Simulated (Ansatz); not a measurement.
**Worked example: CH2BrI + Sn(CH3)3I → CH2I2 + Sn(CH3)3Br**

Species: CH2BrI (bromoiodomethane) `BrCI`, singlet; Sn(CH3)3I (iodotrimethylstannane), singlet; CH2I2 (diiodomethane) `ICI`, singlet; Sn(CH3)3Br (trimethyltin bromide), singlet. The partners trade Br for I: C–Br and Sn–I bonds give way to C–I and Sn–Br.

Shapes, held fixed at every level: PBE0-D4/def2-TZVP. Programs: Ansatz 0.2.0. The zero-point and thermal change to 298 K, harmonic and unscaled (PBE0-D4/def2-TZVP), is -0.9 kJ/mol.

At CCSD(T)/def2-TZVPP; 1 Eh = 2625.50 kJ/mol:

| species | energy (Eh) |
| --- | --- |
| CH2BrI | -2909.076229 |
| Sn(CH3)3I | -630.377348 |
| CH2I2 | -633.508921 |
| Sn(CH3)3Br | -2905.946987 |

Question: Work out ΔH(298 K) of the reaction at this level.

Answer: 
1. Products less reactants: (-633.508921) + (-2905.946987) − [(-2909.076229) + (-630.377348)] = -0.002331 Eh = -6.1 kJ/mol.
2. With the thermal change: -6.1 + (-0.9) = -7.0 kJ/mol.

Other levels give -6.8 (CCSD/def2-TZVPP) to -2.2 kJ/mol (SPW92/def2-TZVPP). No measured value is set beside it here. For atoms past krypton def2 sets carry core potentials with scalar relativity. Relativity is left out for Br. Outer-core shells of Br, I, Sn are correlated in most correlated rows, in sets that cover them unevenly.
